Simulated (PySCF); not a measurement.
CH5N3OSi, SMILES N#CO[SiH](N)N. Geometry: PBE0-D3(BJ)/def2-SVP. The structure was generated by enumeration, and PubChem lists no compound with its InChIKey, so it may never have been made. One conformer was computed; it need not be the lowest.

Q: Give the equilibrium geometry at PBE0-D3(BJ)/def2-SVP (PySCF confirms it by a frequency run) as Cartesian coordinates in Å. (The exact figures need the calculation; the answer reports its results.)

A: This is not unique; one that fits is 
```xyz
11

N      2.5368     0.6554     1.4430
C      1.7832     0.2490     0.6561
O      0.9759    -0.1946    -0.2253
Si    -0.7463    -0.2983    -0.0157
N     -1.5720     1.1833     0.0201
N     -1.1354    -1.1522    -1.4328
H     -0.8936    -0.9085     1.3300
H     -1.7407     1.6762     0.8886
H     -1.6308     1.7883    -0.7908
H     -2.0949    -1.2849    -1.7248
H     -0.5035    -1.8366    -1.8297
```
